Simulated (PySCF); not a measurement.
From one molecule to another.

First species: C₆H₁₀NPS₂.
Atom-mapped SMILES: `[N:1]#[C:2][CH2:3][P:4]1(=[S:5])[CH2:6][CH2:7][S:8][CH2:9][CH2:10]1` (hydrogens: H11, H12 on C3; H13, H14 on C6; H15, H16 on C7; H17, H18 on C9; H19, H20 on C10)

Second species: C₇H₁₄N₂.
SMILES with atom numbers: `[CH3:1][CH2:2]/[C:3]([CH3:4])=[N:5]\[NH:6][CH:7]1[CH2:8][CH2:9]1` (hydrogens: H10, H11, H12 on C1; H13, H14 on C2; H15, H16, H17 on C4; H18 on N6; H19 on C7; H20, H21 on C8; H22, H23 on C9)

Geometry (GFN2-xTB, Å), atoms numbered from 1 in this order:
```
atom  x, y, z in Å
C1    -2.110    1.535   -0.004
C2    -1.803    0.437   -1.027
C3    -1.273   -0.810   -0.353
C4    -2.285   -1.851    0.013
N5    -0.063   -1.053   -0.056
N6     0.960   -0.243   -0.376
C7     2.182   -0.487    0.309
C8     3.407    0.279   -0.074
C9     2.764    0.519    1.265
H10   -2.497    2.423   -0.500
H11   -1.217    1.811    0.553
H12   -2.855    1.188    0.709
H13   -2.718    0.184   -1.566
H14   -1.080    0.807   -1.760
H15   -1.808   -2.651    0.570
H16   -3.077   -1.411    0.619
H17   -2.742   -2.265   -0.886
H18    0.774    0.730   -0.604
H19    2.272   -1.537    0.551
H20    4.351   -0.242   -0.106
H21    3.311    1.048   -0.826
H22    3.265    0.165    2.152
H23    2.237    1.452    1.408
```

Levels: PBE0/pcSseg-1 for HOMO energy, LUMO energy and HOMO–LUMO gap. Geometries: GFN2-xTB. Each species is one conformer at its optimised geometry, gas phase, non-relativistic unless stated; the electronic structure was computed with PySCF and density fitting.

Dipoles, sizes and rotational constants follow the conformer. The torsions of the flexible species, by atom-mapped SMILES:
- `[CH3:1][CH2:2]/[C:3]([CH3:4])=[N:5]\[NH:6][CH:7]1[CH2:8][CH2:9]1`: C1–C2–C3–C4 93°, C3–N5–N6–C7 165°, N5–N6–C7–C8 174°

The conformers of `N#CCP1(=S)CCSCC1` aren't listed.

```csv
property,column X,column Y
HOMO energy,-5.60 eV,-6.84 eV
LUMO energy,0.68 eV,-0.28 eV
HOMO–LUMO gap,6.28 eV,6.56 eV
```

**Question.** Which column belongs to which species?

**Answer.** Column X is the second species and column Y the first. The first has 20 atoms and 100 electrons, the second 23 and 70.

**Question.** How does each property change from the first species to the second?

**Answer.** HOMO energy +1.24 eV; LUMO energy +0.96 eV; HOMO–LUMO gap -0.28 eV.

